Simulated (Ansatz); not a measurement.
The same group exchange along the group F, Cl, Br.

Gas-phase electronic energies from Ansatz, PBE0-D4/def2-TZVP geometries. CCSD(T)/CBS is the MP2 limit (def2-TZVPP, def2-QZVPP) plus CCSD(T) − MP2 in def2-TZVPP, frozen cores. DFT in def2-TZVPP. def2 core potentials past Kr. For Br, Sb outer-core shells are correlated without core-valence functions, which leaves a few kJ/mol of doubt a bond. Scalar relativity is left out up to krypton. One conformer a species, not always the lowest.

```csv
reaction,CCSD(T)/CBS(def2) (kcal/mol)
`CO[SiH](F)O[SiH3]` + `S[CH2][SbH2]` → `[SiH3][CH](S)[SbH2]` + `CO[SiH](O)F`,23.6
`CO[SiH](Cl)O[SiH3]` + `S[CH2][SbH2]` → `[SiH3][CH](S)[SbH2]` + `CO[SiH](O)Cl`,?
`CO[SiH](Br)O[SiH3]` + `S[CH2][SbH2]` → `[SiH3][CH](S)[SbH2]` + `CO[SiH](O)Br`,23.6
```

(1) Fill in the missing values. (An estimate is asked.)

Largest T1 diagnostic: 0.013, for `[SiH3][CH](S)[SbH2]`.

Answers

(1) Ansatz gave: `CO[SiH](Cl)O[SiH3]` + `S[CH2][SbH2]` → `[SiH3][CH](S)[SbH2]` + `CO[SiH](O)Cl`: +23.5 kcal/mol.
